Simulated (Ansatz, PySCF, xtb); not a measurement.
Reaction (SMILES): [SiH3]OCO[SiH3] + 4 [H][H] (H2) → C (CH4) + 2 O (H2O) + 2 [SiH4] (SiH4)
Geometries: B3LYP-D3(BJ)/def2-TZVP minima from Ansatz (an electronic-structure program), one conformer each, not searched for the lowest. Frequencies are from Ansatz or PySCF.

Property: energy of full hydrogenation (enthalpy at 298 K, with B3LYP-D3(BJ) rigid-rotor harmonic-oscillator terms), in kJ/mol. Correlated levels leave the core frozen unless marked. No spin-orbit coupling. No relativistic terms. Basis-set limits of correlation are two-point, X^-3; Hartree-Fock from the larger set.

```
level           program  energy of full hydrogenation (kJ/mol)
--------------  -------  -------------------------------------
GFN1-xTB            xtb                                   97.9
PBE/def2-TZVPD   Ansatz                                  -38.9
```

**Question.** What does CCSD(T)/CBS(cc-pV(T+d)Z,cc-pV(Q+d)Z) (Ansatz) give?

**Answer.** -12.1 kJ/mol, so PBE/def2-TZVPD differs from it by -26.8 kJ/mol.
